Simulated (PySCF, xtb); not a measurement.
C₄H₆ClF, SMILES Cl[C@H](CC=C)F. Other conformers were not sampled.

Harmonic wavenumbers (cm⁻¹) from GFN2-xTB (xtb) at its own minimum, in rising order: 64, 72, 186, 289, 361, 392, 469, 617, 750, 872, 903, 952, 987, 1026, 1083, 1120, 1167, 1203, 1260, 1283, 1306, 1409, 1445, 1718, 2917, 2974, 3010, 3074, 3102, 3135.

What does B3LYP-D3(BJ)/def2-SVP run with PySCF give at its own minimum? (The exact figures need the calculation; the answer reports its results.)

86, 93, 200, 310, 385, 409, 493, 634, 791, 876, 950, 957, 1008, 1038, 1127, 1150, 1227, 1268, 1303, 1340, 1388, 1429, 1446, 1723, 3043, 3100, 3115, 3131, 3158, 3229. Paired by order, the mean absolute difference is 42 cm⁻¹ and the zero-point energies are 56.0 and 57.8 kcal/mol.
